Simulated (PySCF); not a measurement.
Cyclo-(H2SiS)4.
Cartesian coordinates in Å at the PBE0-D3(BJ)/def2-SVP level; atoms count from 1:
```
atom  x, y, z in Å
Si1    1.8382    0.9588   -0.7947
H2     3.0493    1.7143   -1.2092
H3     0.9446    0.7221   -1.9635
S4     0.7741    2.1579    0.6389
Si5   -1.2731    1.8970    0.0324
H6    -1.9864    3.0703    0.5997
H7    -1.3523    1.8503   -1.4540
S8    -2.2715    0.1921    0.8771
Si9   -1.6551   -1.3855   -0.4522
H10   -0.9824   -0.7648   -1.6293
H11   -2.8568   -2.1518   -0.8738
S12   -0.4025   -2.8306    0.5125
Si13   1.1292   -1.5971    1.3859
H14    0.5207   -0.4591    2.1215
H15    1.8764   -2.5299    2.2684
S16    2.6132   -0.8778    0.0068
```

NICS = −σ at a ghost point: NICS(0) at the centroid of the ring atoms, NICS(1) 1 Å to either side along the normal of their mean plane, zz for the tensor component along that normal. Level: GIAO B3LYP/pcSseg-1 (PySCF, non-relativistic, gas phase) on the PBE0-D3(BJ)/def2-SVP geometry, one conformer.

Ring bond lengths (Å): Si1–S4 2.151, S4–Si5 2.151, Si5–S8 2.149, S8–Si9 2.153, Si9–S12 2.142, S12–Si13 2.152, Si13–S16 2.150, S16–Si1 2.149.

**Question.** What do the NICS probes read (ppm)?

**Answer.** 
| ring | type | NICS(0) | NICS(1), two faces | NICS(1)zz, two faces | rms pucker (Å) | centre to ring atoms, mean (Å) |
| --- | --- | --- | --- | --- | --- | --- |
| Si1–S4–Si5–S8–Si9–S12–Si13–S16 | 8-membered ring with 4 S and 4 Si | -2.8 | -3.5 / -1.7 | 1.1 / 2.7 | 0.65 | 2.43 |

**Question.** What can be read from them?

**Answer.** 
- Si1–S4–Si5–S8–Si9–S12–Si13–S16: mean NICS(1)zz 1.9 ppm, near zero. Si1, Si5, Si9, Si13 have four or more neighbours, so the value isn't read as a sign of a π ring current.

**Question.** Give the inner angles of the rings.

**Answer.** 
- Si1–S4–Si5–S8–Si9–S12–Si13–S16: Si1 114.0°, S4 102.4°, Si5 115.3°, S8 101.9°, Si9 112.6°, S12 102.3°, Si13 115.0°, S16 106.0°; sum 869.5° against 1080° for a flat convex ring.

**Question.** How do the values depend on the level or the medium?

**Answer.** 
| level | NICS(0), Si1–S4–Si5–S8–Si9–S12–Si13–S16 | mean NICS(1)zz, Si1–S4–Si5–S8–Si9–S12–Si13–S16 |
| --- | --- | --- |
| B3LYP/pcSseg-1, gas | -2.8 | 1.9 |
| PBE0/pcSseg-1, gas | -3.0 | 1.8 |

The geometry is the same throughout.
